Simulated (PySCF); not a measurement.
Excitation energy of Cl²⁺ by level of theory

Cl²⁺ [Ne] 3s2 3p3 (4S) → Cl²⁺ [Ne] 3s1 3p3 4s1 (6S), as a difference of total energies. Computed with PySCF 2.14 in aug-cc-pCVTZ-DK, with scalar relativity by spin-free X2C-1e. Correlated levels: valence: [Ne] frozen. The calculations carry no spin-orbit coupling.

| method | excitation energy (eV) |
| --- | --- |
| UHF | 28.146 |
| MP2 (valence) | 29.783 |
| SCS-MP2 (valence) | 30.389 |
| CCSD (valence) | 30.033 |
| CCSD(T) (valence) | 30.104 |

Problem. How much does correlation contribute at CCSD(T) (valence)?

Solution. 30.104 − (28.146) = 1.958 eV, measured against UHF.

The promoted electron is Rydberg-like, and one or two diffuse shells describe it only roughly, which tends to raise the upper state.
